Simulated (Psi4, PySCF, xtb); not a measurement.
Torsional profile of H6BClO2Si2, SMILES OB([SiH2][SiH2]Cl)O. Scanned: dihedral H7–O1–B2–Si4; all other coordinates were relaxed at GFN2-xTB. Points at φ and −φ are mirror images. Heavy atoms are numbered in the order of the SMILES OB(O)[SiH2][SiH2]Cl, hydrogens after them in the order of the atoms that carry them; the mirror image has the same energies with the sign of each dihedral reversed. Each profile is relative to its own lowest point.

```tsv
φ / °	A	B	C
-160	22.5	2.6	15.5
-140	30.0	10.4	23.8
-120	39.7	22.4	34.5
-100	44.6	34.6	39.3
-80	38.0	35.3	33.3
-60	23.9	25.9	21.8
-40	10.4	16.2	9.9
-20	2.4	10.0	2.3
0	0.0	8.1	0.0
20	2.4	10.0	2.3
40	10.4	16.2	9.9
60	23.9	25.9	21.8
80	38.0	35.3	33.3
100	44.6	34.6	39.3
120	39.7	22.4	34.5
140	30.0	10.4	23.8
160	22.5	2.6	15.5
180	20.5	0.0	13.1
```

Energies in kJ/mol.

Which curve belongs to which method? The methods are GFN1-xTB // GFN2-xTB (xtb); PBE/def2-TZVP // GFN2-xTB in Psi4; restricted Hartree-Fock/6-31G*, spherical d, density fitting // GFN2-xTB run with PySCF.

A is PBE/def2-TZVP; B is GFN1-xTB; C is RHF/6-31G*.
